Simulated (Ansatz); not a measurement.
One change: `C1C[SiH2]O1` becomes `Br[SiH]1CCO1`.

Ansatz, PBE0-D4/def2-TZVP geometries, multiplicity 1. 

Scalar relativity is left out up to krypton.

```tsv
property	`C1C[SiH2]O1`
LUMO energy (PBE0/def2-TZVPP) / eV	-0.10
HOMO–LUMO gap (PBE/def2-TZVPP) / eV	5.37
LUMO energy (ωB97M-V/def2-TZVPP) / eV	1.56
HOMO–LUMO gap (ωB97M-V/def2-TZVPP) / eV	11.78
HOMO energy (PBE/def2-TZVPP) / eV	-6.36
HOMO energy (PBE0/def2-TZVPP) / eV	-7.86
```

Task: Give the same properties after the change, and the shifts. (Estimate.)

Result: Ansatz gave: 
| property | `Br[SiH]1CCO1` | shift |
| --- | --- | --- |
| LUMO energy (PBE0/def2-TZVPP) / eV | -0.05 | 0.05 |
| HOMO–LUMO gap (PBE/def2-TZVPP) / eV | 5.90 | 0.53 |
| LUMO energy (ωB97M-V/def2-TZVPP) / eV | 1.69 | 0.13 |
| HOMO–LUMO gap (ωB97M-V/def2-TZVPP) / eV | 12.09 | 0.31 |
| HOMO energy (PBE/def2-TZVPP) / eV | -6.83 | -0.47 |
| HOMO energy (PBE0/def2-TZVPP) / eV | -8.21 | -0.35 |

With PBE0 the HOMO falls by 0.35 eV and the LUMO rises by 0.05 eV, so the gap widens by about 0.40 eV. PBE moves the HOMO by -0.47 eV and ωB97M-V by -0.18 eV.

Spin–orbit coupling is left out; it splits and shifts lone-pair levels of the heavy atoms by tenths of an eV.
